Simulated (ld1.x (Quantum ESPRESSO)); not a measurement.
# What one change does to a pseudopotential (gadolinium (Gd), RRKJ)

```json
{"Element": "Gd (Z = 64)", "Generator": "ld1.x (Quantum ESPRESSO) 7.5", "Type": "norm-conserving RRKJ (Kleinman–Bylander form)", "Functional": "LDA (PZ)", "Relativity": "non-relativistic", "Frozen core": "[Kr] 4d10", "Valence charge": "18", "Reference configuration": "4f7 5s2 5p6 5d1 6s2 6p0", "Partial waves": "5p (bound): rc 2.10 bohr; 5d (bound): rc 2.70 bohr; 4f (bound): rc 1.15 bohr; 5s (bound): rc 1.45 bohr", "Local potential": "the s channel", "Core correction": "none", "rho0": "0.02"}
```

Occupied shells without a wave of their own: 6s. They enter only through the test configuration that unscreens the potential.

Change: wave 5d (bound): rc 2.70 bohr becomes 5d (bound): rc 3.14 bohr.

Cutoffs: the cutoffs (Ry, on a coarse ladder) from which the occupation-weighted sum of valence levels, in a spherical-Bessel basis at the reference potential, stays within 10 and 1 mRy of its value at 400 Ry; they do not see the model core or the augmentation charge, which bear on the density cutoff. Errors are all-electron minus pseudo energies relative to the spin-unpolarised reference configuration.

How do hardness, ghosts and transferability respond?

The potential gets neither clearly harder nor softer (230 Ry and 300 Ry → 230 Ry and 300 Ry); both files keep a bound ghost (p); of the 9 tests that both files solve, the error grows in 2 and shrinks in 0 by more than 15 % and 0.3 meV (median size 146.6 → 147.9 meV).

```tsv
quantity	base	changed
cutoff, loose	230 Ry	230 Ry
cutoff, tight	300 Ry	300 Ry
bound ghosts	p	p
error for 4f7 5s2 5p6 5d1 6s1 6p0, meV [ΔE 6.36 eV]	-55	-55
error for 4f7 5s2 5p6 5d1 6s0 6p0, meV [ΔE 17.92 eV]	-147	-148
error for 4f7 5s2 5p6 5d0 6s0 6p0, meV [ΔE 38.52 eV]	-209	-188
error for 4f7 5s2 5p5 5d1 6s2 6p0, meV [ΔE 31.72 eV]	+3.1	-9.1
error for 4f7 5s2 5p6 5d1.5 6s1.5 6p0, meV [ΔE 0.31 eV]	-18	-16
error for 4f6 5s2 5p6 5d2 6s2 6p0, meV [ΔE 12.85 eV]	-258	-331
error for 4f7 5s2 5p6 5d1 6s0 6p2, meV [ΔE 5.04 eV]	-85	-86
error for 4f7 5s2 5p6 5d1 6s2 6p0 (spin-polarised), meV [ΔE -9.58 eV]	+15846	+15818
error for 4f7 5s2 5p6 5d1 6s1 6p0 (spin-polarised), meV [ΔE -3.70 eV]	+15922	+15893
```

Base: The 6s level has no wave, so the channel is fitted at the deeper level alone: the likely source of the large errors. Changed file: The 6s level has no wave, so the channel is fitted at the deeper level alone: the likely source of the large errors. A true bound ghost makes a file unfit for plane-wave use even where its test errors are small: the radial tests pick states by their node count and pass the ghost by.
